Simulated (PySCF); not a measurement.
Isomers of CH8NSi2 (doublet state), one GFN2-xTB conformer each. Single-point energies are computed at B3LYP/pcH-1 (PySCF, gas phase, no added dispersion term), electronic only. GFN2-xTB treats the open shell by occupation alone, and not every SCF solution was tested for stability.

Question: Rank them by B3LYP/pcH-1 energy, lowest first (kcal/mol).
A. `[CH2:1][Si@@H:2]([NH2:3])[SiH3:4]` (doublet state) with H–C1–Si2–N3 172° and -24°, C1–Si2–N3–H -65° and 70°
B. `[CH3:1][Si@@H:2]([NH2:3])[SiH2:4]` (doublet state) with C1–Si2–N3–H -40° and -178°, C1–Si2–Si4–H 71° and -62°
C. `[CH3:1][Si@@H:2]([NH:3])[SiH3:4]` (doublet state) with C1–Si2–N3–H -159°
D. `[CH2]N([SiH3])[SiH3]` [radical]

Answer: B (0.0), A (13.9), D (14.9), C (24.4).

Neighbours under 5.0 kcal/mol apart ([CH2][Si@@H](N)[SiH3] and [CH2]N([SiH3])[SiH3]) can change places with a better method, another conformer or zero-point energy. GFN2-xTB itself gives, in the same order: 22.2, 40.5, 0.0, 26.6. GFN2-xTB puts [CH2]N([SiH3])[SiH3] lowest instead; measured from each level's own lowest isomer, the values differ by up to 26.6 kcal/mol ([CH2][Si@@H](N)[SiH3]: 40.5 against 13.9).
